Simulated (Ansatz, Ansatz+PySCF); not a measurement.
```xyz
6

C     0.0000    0.0000   -0.6653
C     0.0000    0.0000    1.3306
H     0.0000   -0.9311   -1.2403
H     0.0000    0.9311   -1.2403
H     0.0000   -0.9311    1.9056
H     0.0000    0.9311    1.9056
```

Basis set: STO-3G (spherical functions). Left uncorrelated: 2 orbitals. Charge 0, multiplicity 1.

Computed with Ansatz (development build ahead of 0.2.0); each method stands on the lowest determinant of its kind that the runs found. Restricted open shells among the atoms or ions are ROHF, correlated in semicanonical orbitals with singles. Restricted functionals stand beside restricted open-shell atoms, which can lie above the unrestricted atoms usual in DFT and then raise those values.

The atomization energy at this shape (free ground-state atoms in the same class of orbitals less the molecule, no zero-point energy) of singlet C₂H₄:

| method | atomization energy |
| --- | --- |
| PBE0 (unrestricted) | 2269.0 kJ/mol |
| RHF-CCSDT(Q) | 2010.7 kJ/mol |
| RHF-CCSD(T) | 2004.8 kJ/mol |
| UHF-CCSDT(Q) | 2001.5 kJ/mol |
| UHF-CCSD(T) | 1986.6 kJ/mol |
| RHF-MP2 | 1941.1 kJ/mol |
| UHF-MP2 | 1896.7 kJ/mol |
| UHF | 1766.8 kJ/mol |
| RHF | 1341.8 kJ/mol |

What does PBE0 (restricted) give?

2159.4 kJ/mol. Caution: the shape is not the minimum. Caution for PBE0 (unrestricted), UHF-CCSDT(Q), UHF-CCSD(T), UHF-MP2, UHF: the unrestricted determinant is a mixture of spin states. Caution for PBE0 (restricted), RHF-CCSDT(Q), RHF-CCSD(T), RHF-MP2, RHF: an unrestricted determinant lies well below. Caution for RHF-CCSDT(Q), RHF-CCSD(T), UHF-CCSDT(Q), UHF-CCSD(T), RHF-MP2, UHF-MP2: large amplitudes, a single reference is doubtful. Caution for RHF-CCSDT(Q), RHF-CCSD(T), UHF-CCSDT(Q): the amplitudes may be one of several solutions. Caution for UHF-CCSDT(Q), UHF-CCSD(T), UHF-MP2: another reference gives a lower total. Caution for UHF-CCSDT(Q), UHF-CCSD(T), UHF-MP2, UHF: the determinant breaks the point group. Caution for UHF-CCSD(T): the program doubts this total.

This basis has no polarisation functions and is too small for such energies, which can lie far from measured ones in either direction.
